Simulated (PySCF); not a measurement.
`C[C@H]1NC[C@@H]1[S@](C)=O`, C5H11NOS

Cartesian coordinates in Å; atom numbers follow the order of the lines, from 1:
```xyz
19

C    -2.273   -1.201    0.340
C    -1.286   -0.300   -0.377
N    -1.525    1.134   -0.160
C    -0.110    1.366    0.141
C     0.106   -0.141    0.254
S     1.492   -0.809   -0.777
C     2.821   -0.108    0.301
O     1.490    0.004   -1.995
H    -3.249   -1.135   -0.133
H    -2.371   -0.888    1.376
H    -1.933   -2.233    0.305
H    -1.208   -0.584   -1.436
H    -1.900    1.648   -0.948
H     0.041    1.961    1.045
H     0.468    1.791   -0.688
H     0.200   -0.545    1.258
H     2.675    0.961    0.406
H     2.779   -0.605    1.262
H     3.773   -0.305   -0.180
```

The calculation used TDDFT CAM-B3LYP/def2-SVPD circular dichroism and optical rotation, one conformer, gas phase in PySCF 2.14.0. Geometry: GFN2-xTB.

The molecule is flexible and this is one conformer; a measurement averages over conformers.

Task: Draw the ECD and absorption spectra from the lowest 8 states, each a Gaussian of half-width 0.3 eV at 1/e height.

Result: 
```csv
E (eV),λ (nm),Δε (L mol⁻¹ cm⁻¹),ε (L mol⁻¹ cm⁻¹)
5.50,225,-0.38,251
5.65,220,-1.23,1050
5.80,214,-1.66,2680
5.95,208,+1.03,4240
6.10,203,+6.28,4330
6.25,198,+8.52,3340
6.40,194,+7.47,2890
6.55,189,+8.73,3110
6.70,185,+11.31,2940
6.85,181,+9.11,2270
```
Δε uses R in velocity form, ε uses f in length form. Only the states computed contribute, so the short-wavelength end is incomplete.
